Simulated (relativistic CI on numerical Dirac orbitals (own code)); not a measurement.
Method of calculation: Dirac-Coulomb-Breit CI, orbitals from a KLI potential per configuration, a model potential for QED, unscaled Slater integrals (own radial code, finite nucleus).

The strongest absorption lines from the ground level of an ion, among the configurations computed and to levels below about 3590 eV (vacuum wavelength in Å, gf): 4.6090 (0.69), 5.0693 (1.6), 5.1221 (0.13), 5.1506 (0.1), 5.7839 (0.3), 23.289 (0.75), 37.353 (0.48), 53.747 (0.0061).

Q: Which ion is it?
A. W⁵⁶⁺
B. Pt⁶⁰⁺
C. Yb⁵²⁺
D. Yb⁵⁴⁺

A: C. Yb⁵²⁺ has 18 electrons and the ground level 3s2 3p6 1S_0; the strongest line goes to 3s2 3p5 4d 1P°_1. The pattern of lines fixes the number of electrons, and along that sequence the line energies rise steadily with the charge (about as its square where n changes within one kind of shell, about linearly where n is kept but much faster in heavy ions where fine structure, which grows about as Z⁴, sets the gap, and irregularly where shells cross), which fixes Z. Configurations outside the model, such as inner-shell arrays, can give stronger lines. At this charge energies of transitions that change n are usually good to better than 1 %, and those within a shell (Δn = 0) to a few per cent.

LS names give the leading component of a level, which can be under half, so a name can repeat, a term be missing and a line seem to break the LS rules.
